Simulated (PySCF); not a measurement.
## Germanium: a sound run and one with changed settings

Sound run: Ge [Ar] 3d10 4s2 4p2, Ge+ [Ar] 3d10 4s2 4p1. Calculation: PySCF 2.14, in aug-cc-pVDZ-DK; the spin-free X2C one-electron Hamiltonian (Gaussian nucleus). In the sound run the correlated levels freeze [Ar] 3d10. The sound run starts from symmetry-adapted Hartree-Fock orbitals and uses a fine grid where one is needed.

Changed run: initial guess 1e, at most 50 SCF cycles, level shift 2.0 hartree.

```tsv
species	method	sound run (hartree)	changed run (hartree)	converged
Ge	UHF	-2096.95964	-2096.95964	no
Ge	M06-2X	-2098.70736	-2098.70736	no
Ge	PBE	-2098.34031	-2098.34030	no
Ge+	UHF	-2096.68721	-2096.68721	yes
Ge+	M06-2X	-2098.42247	-2098.42247	yes
Ge+	PBE	-2098.04987	-2098.04987	no
Ge+	MP2	-2096.71839	-2096.69611	yes
Ge+	CCSD(T)	-2096.73388	-2096.73388	yes
```

A level shift leaves the converged SCF energy unchanged but raises the virtual orbital energies, which shrinks MP2 if it is not removed.
